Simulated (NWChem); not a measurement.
System: BH₃SO₂; SMILES SB(O)O

The following NWChem deck was run.

```
start job
memory heap 200 mb stack 900 mb global 1100 mb
geometry units angstroms noautosym nocenter noautoz
  B     -0.007944     0.447154     0.000000
  O     -1.199953     1.104111     0.000000
  H     -1.143043     2.063492     0.000000
  O      1.222238     1.035544     0.000000
  H      1.214932     1.997422     0.000000
  S     -0.101451    -1.373990     0.000000
  H      1.236091    -1.548568     0.000000
end
basis spherical
  * library def2-svpd
end
dft
  xc b3lyp
  iterations 150
end
property
  response 1 0.0
end
task dft property
```

NWChem printed, in part:

```
             Northwest Computational Chemistry Package (NWChem) 7.3.0
             --------------------------------------------------------

                             Geometry "geometry" -> ""
                             -------------------------

 Output coordinates in angstroms (scale by  1.889725989 to convert to a.u.)

  No.       Tag          Charge          X              Y              Z
 ---- ---------------- ---------- -------------- -------------- --------------
    1 B                    5.0000    -0.00794400     0.44715400     0.00000000
    2 O                    8.0000    -1.19995300     1.10411100     0.00000000
    3 H                    1.0000    -1.14304300     2.06349200     0.00000000
    4 O                    8.0000     1.22223800     1.03554400     0.00000000
    5 H                    1.0000     1.21493200     1.99742200     0.00000000
    6 S                   16.0000    -0.10145100    -1.37399000     0.00000000
    7 H                    1.0000     1.23609100    -1.54856800     0.00000000

 Effective nuclear repulsion energy (a.u.)     148.0719743496

                              NWChem Property Module
                              ----------------------

                                 NWChem DFT Module
                                 -----------------

 Summary of "ao basis" -> "ao basis" (spherical)
 ------------------------------------------------------------------------------
       Tag                 Description            Shells   Functions and Types
 ---------------- ------------------------------  ------  ---------------------
 B                         def2-svpd                 8       20   4s2p2d
 O                         def2-svpd                 9       23   4s3p2d
 H                         def2-svpd                 4        8   2s2p
 S                         def2-svpd                11       27   5s4p2d

            General Information
            -------------------
          SCF calculation type: DFT
          Wavefunction type:  closed shell.
          No. of atoms     :     7
          No. of electrons :    40
           Alpha electrons :    20
            Beta electrons :    20
          Charge           :     0
          Spin multiplicity:     1
          Use of symmetry is: off; symmetry adaption is: off
          Maximum number of iterations: 150
          AO basis - number of functions:   117
                     number of shells:    49
          Convergence on energy requested:  1.00D-06
          Convergence on density requested:  1.00D-05
          Convergence on gradient requested:  5.00D-04

              XC Information
              --------------
                         B3LYP Method XC Potential
                     Hartree-Fock (Exact) Exchange  0.200
                        Slater Exchange Functional  0.800 local
                    Becke 1988 Exchange Functional  0.720 non-local
              Lee-Yang-Parr Correlation Functional  0.810
                  VWN I RPA Correlation Functional  0.190 local

             Grid Information
             ----------------
          Grid used for XC integration:  medium
          Radial quadrature: Mura-Knowles
          Angular quadrature: Lebedev.
          Tag              B.-S. Rad. Rad. Pts. Rad. Cut. Ang. Pts.
          ---              ---------- --------- --------- ---------
          B                   0.85       49          11.0       434
          O                   0.60       49          12.0       434
          H                   0.35       45          12.0       434
          S                   1.00       88          11.0       590
          Grid pruning is: on
          Number of quadrature shells:   370
          Spatial weights used:  Erf1

      Superposition of Atomic Density Guess
      -------------------------------------

 Sum of atomic energies:        -572.74224204

      Non-variational initial energy
      ------------------------------

 Total energy =    -574.268801
 1-e energy   =   -1082.654165
 2-e energy   =     360.313390
 HOMO         =      -0.340486
 LUMO         =       0.016399

   convergence    iter        energy       DeltaE   RMS-Dens  Diis-err
 ---------------- ----- ----------------- --------- --------- ---------
 d= 0,ls=0.0,diis     1   -575.1187683055 -7.23D+02  1.42D-02  8.34D-01
 d= 0,ls=0.0,diis     2   -575.1046801080  1.41D-02  6.61D-03  1.19D+00
 d= 0,ls=0.0,diis     3   -575.2128242986 -1.08D-01  1.12D-03  3.79D-02
 d= 0,ls=0.0,diis     4   -575.2159473661 -3.12D-03  5.21D-04  2.93D-03
 d= 0,ls=0.0,diis     5   -575.2163112404 -3.64D-04  1.38D-04  2.93D-04
  Resetting Diis
 d= 0,ls=0.0,diis     6   -575.2163468481 -3.56D-05  3.14D-05  1.28D-05
 d= 0,ls=0.0,diis     7   -575.2163479497 -1.10D-06  2.79D-05  3.79D-06
 d= 0,ls=0.0,diis     8   -575.2163472002  7.49D-07  1.69D-05  1.16D-05
 d= 0,ls=0.0,diis     9   -575.2163483315 -1.13D-06  1.81D-06  3.31D-08
 d= 0,ls=0.0,diis    10   -575.2163483354 -3.90D-09  3.41D-07  1.51D-09

         Total DFT energy =     -575.216348335357
      One electron energy =    -1086.302772282340
           Coulomb energy =      411.121524815166
    Exchange-Corr. energy =      -48.107075217740
 Nuclear repulsion energy =      148.071974349557

 Numeric. integr. density =       40.000007327404

                       DFT Final Molecular Orbital Analysis
                       ------------------------------------

 Vector   18  Occ=2.000000D+00  E=-3.536469D-01
              MO Center=  3.6D-03,  1.1D+00,  1.7D-08, r^2= 2.1D+00
   Bfn.  Coefficient  Atom+Function         Bfn.  Coefficient  Atom+Function
  ----- ------------  ---------------      ----- ------------  ---------------
    27      0.457857  2 O  pz                58     -0.455024  4 O  pz
    30      0.308626  2 O  pz                61     -0.307281  4 O  pz
    14      0.047324  1 B  d  1              64     -0.040417  4 O  pz
    33      0.039542  2 O  pz                19      0.036979  1 B  d  1

 Vector   19  Occ=2.000000D+00  E=-3.372986D-01
              MO Center= -8.0D-02, -1.2D+00,  8.0D-11, r^2= 2.1D+00
   Bfn.  Coefficient  Atom+Function         Bfn.  Coefficient  Atom+Function
  ----- ------------  ---------------      ----- ------------  ---------------
    95      0.372597  6 S  py                92      0.320323  6 S  py
    94      0.261938  6 S  px                85     -0.241937  6 S  s
     6      0.238359  1 B  py                91      0.227320  6 S  px
    89      0.183744  6 S  py                86     -0.179904  6 S  s
    84      0.161618  6 S  s                 57      0.142042  4 O  py

 Vector   20  Occ=2.000000D+00  E=-2.639475D-01
              MO Center= -5.3D-02, -1.1D+00, -6.1D-10, r^2= 2.0D+00
   Bfn.  Coefficient  Atom+Function         Bfn.  Coefficient  Atom+Function
  ----- ------------  ---------------      ----- ------------  ---------------
    96      0.575413  6 S  pz                93      0.441534  6 S  pz
    90      0.247947  6 S  pz                27     -0.130263  2 O  pz
    58     -0.127889  4 O  pz                99      0.102029  6 S  pz
    30     -0.094590  2 O  pz                61     -0.092035  4 O  pz
     7     -0.083077  1 B  pz                33     -0.040061  2 O  pz

 Vector   21  Occ=0.000000D+00  E=-3.264156D-02
              MO Center=  9.3D-02,  2.0D+00, -7.7D-09, r^2= 7.2D+00
   Bfn.  Coefficient  Atom+Function         Bfn.  Coefficient  Atom+Function
  ----- ------------  ---------------      ----- ------------  ---------------
     4      4.091741  1 B  s                 55     -2.299589  4 O  s
    24     -2.203868  2 O  s                  3      2.125793  1 B  s
    87     -1.390262  6 S  s                 98     -0.562846  6 S  py
    20      0.555462  1 B  d  2              32      0.544708  2 O  py
    63      0.481662  4 O  py                18     -0.400958  1 B  d  0

 Vector   22  Occ=0.000000D+00  E= 1.739271D-02
              MO Center=  7.5D-01, -9.6D-01, -8.9D-10, r^2= 7.0D+00
   Bfn.  Coefficient  Atom+Function         Bfn.  Coefficient  Atom+Function
  ----- ------------  ---------------      ----- ------------  ---------------
    55      1.067275  4 O  s                  4     -0.656392  1 B  s
    24      0.550106  2 O  s                  3     -0.490184  1 B  s
    76     -0.479691  5 H  s                  9     -0.419643  1 B  py
    87     -0.401929  6 S  s                 63      0.379386  4 O  py
    31      0.323195  2 O  px               115     -0.298507  7 H  px

 Vector   23  Occ=0.000000D+00  E= 3.110204D-02
              MO Center=  4.8D-02,  1.3D+00, -2.1D-08, r^2= 1.1D+01
   Bfn.  Coefficient  Atom+Function         Bfn.  Coefficient  Atom+Function
  ----- ------------  ---------------      ----- ------------  ---------------
    32      1.117685  2 O  py                63     -0.813399  4 O  py
     4     -0.761794  1 B  s                 62     -0.691692  4 O  px
    45     -0.578819  3 H  s                 98      0.536785  6 S  py
    24      0.510800  2 O  s                111      0.462150  7 H  s
    97     -0.436250  6 S  px                31     -0.409205  2 O  px

     Multipole analysis of the density
     ---------------------------------

[...]

 DFT Linear Response polarizability / au
 Frequency  =       0.0000000 / au
              X              Y              Z
 -----------------------------------------------
 X      43.4296490     -0.4732427     -0.0000000
 Y      -0.4732423     55.5093289      0.0000000
 Z      -0.0000000      0.0000000     36.4720294
 -----------------------------------------------
 Eigenvalues =      43.4111372     55.5278406     36.4720294
 Isotropic   =      45.1370024
 Anisotropic =      16.7046350
 -----------------------------------------------

 Magnetic Dipole Response Matrix (nonzero elements):

 Exiting AOResponse driver routine
```

Level: B3LYP/def2-SVPD. Coordinates come from a PBE0/def2-SVP optimisation. B3LYP is NWChem's, with the RPA form of VWN correlation.
